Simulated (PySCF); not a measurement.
```xyz
6

F     -2.2398     0.7307     0.3506
Si    -0.9897    -0.2505     0.5367
Si     0.8800     0.2897    -0.5175
Cl     2.4087    -1.0395    -0.1269
H     -1.5102    -1.6268     0.3731
H      1.4018     1.6501    -0.2598
```

Charge 0, multiplicity 1.

**Question.** Give the Mulliken and meta-Löwdin atomic charges from CAM-B3LYP-D3(BJ)/def2-TZVP (PySCF 2.14.0).

**Answer.** 
| atom | Mulliken (e) | meta-Löwdin (e) |
|---|---|---|
| F1 | -0.29 | -0.49 |
| Si2 | 0.38 | 0.62 |
| Si3 | 0.16 | 0.27 |
| Cl4 | -0.22 | -0.27 |
| H5 | -0.02 | -0.08 |
| H6 | 0.00 | -0.06 |
